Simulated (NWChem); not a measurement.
System: SbCl$_{5}$; SMILES [Cl][Sb]([Cl])([Cl])([Cl])[Cl]

Input file for NWChem:

```
start job
memory heap 200 mb stack 900 mb global 1100 mb
geometry units angstroms noautosym nocenter noautoz
  Sb     0.000000     0.000000     0.000000
  Cl     1.672781     1.672781     0.000000
  Cl     0.000000     0.000000     2.389700
  Cl     0.000000     0.000000    -2.389700
  Cl     0.612280    -2.285061     0.000000
  Cl    -2.285061     0.612280     0.000000
end
basis spherical
  * library def2-svpd
end
ecp
  Sb library def2-ecp
end
dft
  xc pbe0
  iterations 150
end
property
  response 1 0.0428
end
task dft property
```

Coordinates come from a PBE-D3(BJ)/def2-SVP optimisation. Not confirmed as a minimum by frequencies. def2 effective core potentials on Sb; no spin-orbit coupling.

Field at 1065 nm.

Problem. Predict the main results of this run. (PBE0/def2-SVPD with def2 effective core potentials on Sb.) Quantities: isotropic polarisability (bohr³); anisotropy (bohr³).

Solution. 
```json
{
 "isotropic polarisability (bohr³)": "118.7",
 "anisotropy (bohr³)": "12.4"
}
```
